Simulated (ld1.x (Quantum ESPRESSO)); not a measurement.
# What one change does to a pseudopotential (ruthenium (Ru), TM)

Ru (Z = 44), norm-conserving Troullier–Martins (Kleinman–Bylander form), made with ld1.x (Quantum ESPRESSO) 7.5 (PBE, non-relativistic). Core [Kr], reference 4d7.5 5s0.5 5p0. Waves: 5p (bound, empty): rc 3.85 bohr; 4d (bound): rc 1.15 bohr; 5s (bound): rc 2.60 bohr. Local part: the s channel. Core correction: Bessel-smoothed model core, default radius (core density twice the valence density).

Change: all radii but the core radius scaled by about 0.85 (s 2.22, p 3.28, d 0.98 bohr).

Cutoffs: the cutoffs (Ry, on a coarse ladder) from which the occupation-weighted sum of valence levels, in a spherical-Bessel basis at the reference potential, stays within 10 and 1 mRy of its value at 400 Ry; they do not see the model core or the augmentation charge, which bear on the density cutoff. Errors are all-electron minus pseudo energies relative to the spin-unpolarised reference configuration.

Problem. How do hardness, ghosts and transferability respond?

Solution. The potential gets harder (80 Ry and 110 Ry → 160 Ry and 260 Ry); of the 7 tests that both files solve, the error grows in 0 and shrinks in 2 by more than 15 % and 0.3 meV (median size 27.5 → 25.6 meV); neither file shows a bound ghost. A smaller radius makes the pseudo-wave follow the all-electron one further in, where it bends more sharply, so more plane waves are needed.

| quantity | base | changed |
| --- | --- | --- |
| cutoff, loose | 80 Ry | 160 Ry |
| cutoff, tight | 110 Ry | 260 Ry |
| loose cutoff by channel (10 mRy a level) | d 50 Ry, s 6 Ry | d 120 Ry, s 6 Ry |
| bound ghosts | none | none |
| error for 4d7 5s1 5p0, meV [ΔE 0.62 eV] | -27 | -24 |
| error for 4d7 5s0 5p0, meV [ΔE 7.46 eV] | -19 | -18 |
| error for 4d6 5s0 5p0, meV [ΔE 25.90 eV] | -295 | -286 |
| error for 4d6 5s1 5p0, meV [ΔE 11.12 eV] | -270 | -229 |
| error for 4d7 5s0.5 5p0, meV [ΔE 3.29 eV] | -19 | -17 |
| error for 4d6 5s2 5p0, meV [ΔE 3.10 eV] | -307 | -254 |
| error for 4d7 5s0 5p1, meV [ΔE 3.72 eV] | -23 | -26 |
